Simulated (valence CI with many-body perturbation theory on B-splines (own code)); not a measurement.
Values are calculated unless marked as measured or tabulated.
# Eu58+ in three bases

Level of theory: valence CI with perturbative core correlation (CI+MBPT): three valence electrons over a frozen Dirac-Fock core [He], a basis of 9 s, 9 p, 8 d, 6 f, 3 g, 1 h functions for each j, with the one-electron correlation potential Σ1 (screened to all orders), the two-electron term Σ2, the three-electron term Σ3, Breit, model QED; selected single and double excitations, second order for the rest, scaled by the run's own slope (own B-spline code, finite nucleus).

The last digits are not significant, and no measured levels were compared; by estimate large intervals hold to a few tenths of a per cent, small ones and those within an open d or f shell to about a per cent.

The reference run has the lowest level (2s^2 2p1/2) J=1/2 and an ionisation energy of 13043.7 eV. Its largest variational space holds 8679 state functions.

Levels are named by their leading jj configuration (3d3/2^4 stands for four electrons in 3d with j = 3/2), which in mixed levels can hold well under half, so a name can repeat and another be missing. Letters in brackets count levels of one name in rising energy.

Changed runs:
A. basis 6 s, 6 p, 5 d, 3 f, 1 g
B. basis 5 s, 5 p, 4 d, 2 f

Excitation energies of the reference run in cm⁻¹, and shifts in cm⁻¹:

| Level | Reference | A | B |
| --- | --- | --- | --- |
| (2s 2p1/2^2) J=1/2 | 1674310 | -76 | -163 |
| (2s^2 2p3/2) J=3/2 | 5712060 | +21 | -40 |
| (2s 2p1/2 2p3/2) J=3/2 [a] | 6881410 | -148 | -547 |
| (2s 2p1/2 2p3/2) J=5/2 | 7175430 | +82 | -14 |
| (2s 2p1/2 2p3/2) J=1/2 | 7649850 | +52 | +83 |
| (2s 2p1/2 2p3/2) J=3/2 [b] | 7662180 | +130 | +296 |
| (2p1/2^2 2p3/2) J=3/2 | 9422320 | -36 | -33 |
| (2s 2p3/2^2) J=5/2 | 12738400 | -11 | -275 |
| (2s 2p3/2^2) J=1/2 | 13456500 | +24 | +129 |
| (2s 2p3/2^2) J=3/2 | 13463600 | +116 | +227 |
| (2p1/2 2p3/2^2) J=3/2 | 14816500 | -75 | -340 |
| (2p1/2 2p3/2^2) J=5/2 | 14990900 | +124 | +175 |
| Ionisation energy (eV) | 13043.7 | -0.0046 | -0.059 |
